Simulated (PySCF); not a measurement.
Perfluoropropane, C₃F₈.
Atom-mapped SMILES: `[F:1][C:2]([F:3])([F:4])[C:5]([F:6])([F:7])[C:8]([F:9])([F:10])[F:11]`

The same species was optimised twice, with GFN2-xTB and with PBE0-D3(BJ)/def2-SVP (PySCF), and the same property calculations (PySCF, gas phase) were run on both structures.

| coordinate | GFN2-xTB | PBE0-D3(BJ)/def2-SVP | change |
| --- | --- | --- | --- |
| C2–C5 (Å) | 1.559 | 1.545 | -0.014 |
| C5–C8 (Å) | 1.559 | 1.545 | -0.014 |
| C5–F7 (Å) | 1.343 | 1.336 | -0.007 |
| C5–F6 (Å) | 1.344 | 1.337 | -0.007 |
| C2–F3 (Å) | 1.328 | 1.323 | -0.005 |
| C8–F9 (Å) | 1.328 | 1.324 | -0.004 |
| F1–C2 (Å) | 1.328 | 1.324 | -0.004 |
| C8–F11 (Å) | 1.328 | 1.324 | -0.004 |
| C2–F4 (Å) | 1.325 | 1.323 | -0.002 |
| C8–F10 (Å) | 1.325 | 1.323 | -0.002 |
| C2–C5–C8 (°) | 113.2 | 115.4 | +2.2 |
| F6–C5–F7 (°) | 107.6 | 109.5 | +1.9 |
| F4–C2–C5 (°) | 110.4 | 108.8 | -1.6 |
| C5–C8–F10 (°) | 110.4 | 108.9 | -1.5 |
| F7–C5–C8 (°) | 109.0 | 107.9 | -1.1 |
| C2–C5–F6 (°) | 108.9 | 107.9 | -1.0 |
| C2–C5–F7 (°) | 109.0 | 108.0 | -1.0 |
| F6–C5–C8 (°) | 108.9 | 108.0 | -0.9 |
| F1–C2–C5–F6 (°) | 179 | 180 | +1 |
| C2–C5–C8–F9 (°) | 60 | 61 | +1 |

Rotational constants: A = 1662, B = 960.6, C = 894.6 MHz (GFN2-xTB) against A = 1689, B = 963.8, C = 908.5 MHz (PBE0-D3(BJ)/def2-SVP). Point groups within 0.08 Å: C2v and C2v.

On the GFN2-xTB structure: HOMO (eV) -10.98 [PBE0/pcSseg-1]; LUMO (eV) 0.96 [PBE0/pcSseg-1]; dipole (D) 0.01 [PBE0/pcSseg-1]; GIAO shielding of F1 (×6) (mean) (ppm) 266.2 [PBE0/pcSseg-1]; GIAO shielding of C2/C8 (mean) (ppm) 60.2 [PBE0/pcSseg-1]; GIAO shielding of C5 (ppm) 72.4 [PBE0/pcSseg-1]; GIAO shielding of F6/F7 (mean) (ppm) 320.0 [PBE0/pcSseg-1].

Question: What do these properties become on the PBE0-D3(BJ)/def2-SVP structure?

Answer: 
| property | level | on GFN2-xTB | on PBE0-D3(BJ)/def2-SVP | change |
| --- | --- | --- | --- | --- |
| HOMO (eV) | PBE0/pcSseg-1 | -10.98 | -10.90 | +0.08 |
| LUMO (eV) | PBE0/pcSseg-1 | 0.96 | 1.32 | +0.36 |
| dipole (D) | PBE0/pcSseg-1 | 0.01 | 0.11 | +0.10 |
| energy, GFN2-xTB geometry as zero (kcal/mol) | PBE0/pcSseg-1 | 0.0 | -0.7 | -0.7 |
| GIAO shielding of F1 (×6) (mean) (ppm) | PBE0/pcSseg-1 | 266.2 | 271.2 | +5.0 |
| GIAO shielding of C2/C8 (mean) (ppm) | PBE0/pcSseg-1 | 60.2 | 61.4 | +1.2 |
| GIAO shielding of C5 (ppm) | PBE0/pcSseg-1 | 72.4 | 74.8 | +2.4 |
| GIAO shielding of F6/F7 (mean) (ppm) | PBE0/pcSseg-1 | 320.0 | 325.9 | +5.9 |

The heavy atoms differ by 0.040 Å rms after alignment. Among bonds between heavy atoms C2–C5 and C5–C8 change most and about equally (-0.014 Å). Changes are differences of the printed values. Neither structure is proved a minimum here.

Shape of the structure used: `[F:1][C:2]([F:3])([F:4])[C:5]([F:6])([F:7])[C:8]([F:9])([F:10])[F:11]`: F1–C2–C5–F6 180°, C2–C5–C8–F9 61°.
